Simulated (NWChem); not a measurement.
Molecule: C₂H₄GeN₂; SMILES N#C/N=[CH]\[GeH3]

Program: NWChem. Pople sets run with spherical d functions. Structure relaxed at the PBE-D3(BJ)/def2-SVP level.

For level LC-wPBE (HJS exchange hole, range parameter 0.4 per bohr)/6-31G*:

```yaml
highest occupied level (eV): -10.38
orbital gap (eV): 10.28
dipole (D): 4.80
```

Task: What are these values for level B3LYP/6-31G*?

Result: 
| Property | Result |
|---|---|
| highest occupied level (eV) | -7.45 |
| orbital gap (eV) | 4.89 |
| dipole (D) | 4.54 |
